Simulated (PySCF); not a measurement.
Sc (scandium, neutral) across methods

[Ar] 3d1 4s2, 2D determinant. Calculation: PySCF 2.14, in x2c-QZVPPall (11s7p5d3f2g, 96 functions); scalar relativity by spin-free X2C-1e.

```
 method  E (hartree)  mean ε 3d α (eV)  mean ε 4s α (eV)  mean ε 4s β (eV)  Σ⟨r²⟩ (bohr²)   ⟨S²⟩
LC-wPBE     -764.029            -8.002            -6.562            -6.328          49.86  0.836
wB97M-V     -764.143            -7.469            -6.419            -6.209          49.92  0.754
   BP86     -764.298            -3.583            -4.275            -4.072          48.71  1.068
    LDA     -762.221            -3.575            -4.329            -4.096          49.02  0.909
    UHF   -763.29644            -9.386            -5.920            -5.595          52.73  0.762
    PBE     -763.978            -3.507            -4.159            -3.948          49.12  1.043
 PBEsol     -763.058            -3.420            -4.164            -3.937          48.97  1.045
```

(1) Estimate the same row for PBE0.

⟨S²⟩ = 0.84 against 0.75 shows spin contamination.

Answers

(1) E (hartree) = -764.010; mean ε 3d α (eV) = -5.179; mean ε 4s α (eV) = -4.809; mean ε 4s β (eV) = -4.597; Σ⟨r²⟩ (bohr²) = 49.80; ⟨S²⟩ = 0.837.
